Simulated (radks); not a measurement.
Results of a calculation; reference values are marked as such.
Question: The mean radii <r> (bohr) of the occupied orbitals of an atom or ion are listed with their occupations. Level of theory: scalar-relativistic Kohn-Sham, PBEsol, spin-unpolarised, spherical densities, point nucleus (a radial shooting solver on a logarithmic mesh with Libxc functionals).

orbital  occ.      <r>
1s          2  0.02723
2s          2   0.1172
2p          6   0.1025
3s          2   0.3143
3p          6   0.3123
3d         10   0.2887
4s          2   0.7400
4p          6   0.7921
4d         10   0.9207
5s          2    1.919
5p          4    2.318

Name the element and its charge.

Answer: Z = 53, iodine, charge +1: I+ in [Kr] 4d10 5s2 5p4. The 1s radius gives Z: for a bare nucleus <r> = (2 gamma + 1)/(2Z) with gamma = sqrt(1 - (Z/c)^2), 0.02683 bohr for Z = 53, and screening makes it slightly larger (0.02723 here). The occupations add up to 52, and the charge is Z minus that.
